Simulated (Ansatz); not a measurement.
Born–Oppenheimer molecular dynamics of CH$_{4}$BClO (8 atoms, charge 0, multiplicity 1). It starts at the highest image of a converged band, a first-order saddle point between two minima.

Method: Ansatz, RKS r2SCAN/def2-mTZVP.

| Quantity | Value |
| --- | --- |
| ensemble | NVE (velocity Verlet) |
| time step | 0.5 fs |
| steps asked | 200 |
| starting velocities drawn for | 100 K |
| seed | 2258 |

Frames 0.5 fs apart, positions in Å.

Velocities at 5.0 fs (Å/ps):

```
B 3.50 -1.98 1.72
Cl -0.74 -0.46 0.15
O 0.68 -0.58 -2.67
H -8.15 4.45 -0.49
C -1.41 2.17 2.07
H -2.03 6.36 2.39
H 1.06 4.96 -1.87
H 3.75 5.17 -5.99
```

```xyz
8
Properties=species:S:1:pos:R:3 time_fs=5.0 energy_less_start_eV=0.039 T=49
B -0.325 -0.452 -0.054
Cl 1.435 -0.703 -1.774
O -0.793 -1.519 -0.564
H 0.119 -1.454 -1.335
C -0.160 0.818 0.786
H 0.813 0.822 1.288
H -0.149 1.716 0.165
H -0.964 0.942 1.525
8
Properties=species:S:1:pos:R:3 time_fs=5.5 energy_less_start_eV=0.042 T=46
B -0.324 -0.452 -0.053
Cl 1.434 -0.704 -1.773
O -0.793 -1.519 -0.565
H 0.115 -1.453 -1.335
C -0.161 0.819 0.787
H 0.811 0.825 1.290
H -0.148 1.719 0.164
H -0.962 0.944 1.522
8
Properties=species:S:1:pos:R:3 time_fs=6.0 energy_less_start_eV=0.044 T=44
B -0.322 -0.453 -0.052
Cl 1.434 -0.704 -1.773
O -0.792 -1.519 -0.566
H 0.111 -1.452 -1.336
C -0.161 0.820 0.788
H 0.810 0.827 1.291
H -0.148 1.721 0.162
H -0.960 0.946 1.519
8
Properties=species:S:1:pos:R:3 time_fs=6.5 energy_less_start_eV=0.045 T=42
B -0.320 -0.454 -0.052
Cl 1.433 -0.704 -1.773
O -0.792 -1.519 -0.567
H 0.106 -1.453 -1.338
C -0.162 0.821 0.789
H 0.809 0.830 1.293
H -0.148 1.722 0.160
H -0.958 0.948 1.516
8
Properties=species:S:1:pos:R:3 time_fs=7.0 energy_less_start_eV=0.046 T=41
B -0.319 -0.455 -0.051
Cl 1.433 -0.704 -1.773
O -0.792 -1.519 -0.568
H 0.101 -1.456 -1.340
C -0.162 0.822 0.790
H 0.807 0.832 1.295
H -0.148 1.723 0.158
H -0.956 0.949 1.514
8
Properties=species:S:1:pos:R:3 time_fs=7.5 energy_less_start_eV=0.045 T=43
B -0.317 -0.456 -0.050
Cl 1.433 -0.704 -1.773
O -0.791 -1.519 -0.569
H 0.096 -1.459 -1.343
C -0.163 0.823 0.791
H 0.805 0.833 1.298
H -0.149 1.722 0.155
H -0.955 0.950 1.513
8
Properties=species:S:1:pos:R:3 time_fs=8.0 energy_less_start_eV=0.042 T=47
B -0.316 -0.457 -0.050
Cl 1.433 -0.704 -1.773
O -0.791 -1.519 -0.570
H 0.090 -1.464 -1.347
C -0.163 0.824 0.792
H 0.803 0.835 1.301
H -0.150 1.722 0.153
H -0.955 0.951 1.512
8
Properties=species:S:1:pos:R:3 time_fs=8.5 energy_less_start_eV=0.037 T=53
B -0.314 -0.458 -0.049
Cl 1.432 -0.705 -1.773
O -0.791 -1.519 -0.571
H 0.084 -1.470 -1.350
C -0.164 0.825 0.792
H 0.801 0.836 1.304
H -0.151 1.720 0.150
H -0.956 0.952 1.512
8
Properties=species:S:1:pos:R:3 time_fs=9.0 energy_less_start_eV=0.031 T=61
B -0.313 -0.459 -0.048
Cl 1.432 -0.705 -1.773
O -0.790 -1.518 -0.572
H 0.078 -1.478 -1.354
C -0.164 0.826 0.792
H 0.799 0.836 1.307
H -0.152 1.717 0.147
H -0.957 0.952 1.514
8
Properties=species:S:1:pos:R:3 time_fs=9.5 energy_less_start_eV=0.023 T=70
B -0.311 -0.459 -0.048
Cl 1.432 -0.705 -1.773
O -0.790 -1.518 -0.572
H 0.071 -1.486 -1.358
C -0.164 0.827 0.793
H 0.797 0.837 1.311
H -0.153 1.714 0.145
H -0.960 0.952 1.516
8
Properties=species:S:1:pos:R:3 time_fs=10.0 energy_less_start_eV=0.016 T=80
B -0.309 -0.460 -0.047
Cl 1.432 -0.705 -1.772
O -0.789 -1.517 -0.573
H 0.064 -1.496 -1.362
C -0.164 0.828 0.793
H 0.795 0.837 1.315
H -0.155 1.710 0.142
H -0.963 0.952 1.518
8
Properties=species:S:1:pos:R:3 time_fs=10.5 energy_less_start_eV=0.009 T=89
B -0.308 -0.460 -0.047
Cl 1.431 -0.705 -1.772
O -0.789 -1.517 -0.574
H 0.056 -1.506 -1.366
C -0.164 0.829 0.793
H 0.793 0.837 1.319
H -0.157 1.706 0.139
H -0.967 0.952 1.521
```

Of the whole run (100 fs, mean temperature of the second half 1234 K): The conserved energy stayed within 0.3 meV per atom of its start (net change -0.047 meV per atom), so the integration is sound. The system heated up, since it started high on the potential surface and ran downhill. A run of 0.1 ps of so small a system gives no equilibrium averages. The orbitals stay closed-shell, which can raise the energy where a bond breaks towards radicals; this wasn't checked here.

Run time: 9 min on 2 threads of Arm Neoverse V1, on a shared host, peak memory 0.18 GiB.
